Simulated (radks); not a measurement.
Results of a calculation; reference values are marked as such.
Problem. These are the eigenvalues of the occupied orbitals of an atom or ion with whole-number occupations (eV). Code: a radial shooting solver on a logarithmic mesh with Libxc functionals. Model: scalar-relativistic Kohn-Sham, PBE, spin-polarised, spherical densities, point nucleus.

orbital  eigenvalue
1s up     -59307.38
1s down   -59307.38
2s up     -10019.40
2s down   -10019.38
2p up     -8847.428
2p down   -8847.410
3s up     -2265.349
3s down   -2264.433
3p up     -1910.540
3p down   -1909.623
3d up     -1472.683
3d down   -1471.984
4s up     -460.2654
4s down   -458.3798
4p up     -343.5700
4p down   -341.7191
4d up     -188.6611
4d down   -186.8460
5s up      -66.9436
5s down    -66.0996
5p up      -39.3873
5p down    -38.7897
4f up      -19.1600
4f down    -17.5363
6s up      -10.8446
6s down    -10.7698

Which element is it, and in what charge state? The configuration may be excited. Open shells, if any, are filled with parallel spins first.

Solution. Z = 69, thulium, charge +1: Tm+ in [Xe] 4f12 6s2. The list shows which subshells hold electrons but not how many an open one holds; the 1s level, -2179.5 hartree, gives Z - s = 66.0 by -(Z - s)^2/2, which with screening and relativity narrows Z to a few neighbours, and the depths of the outer levels then fix element, charge and occupations together.
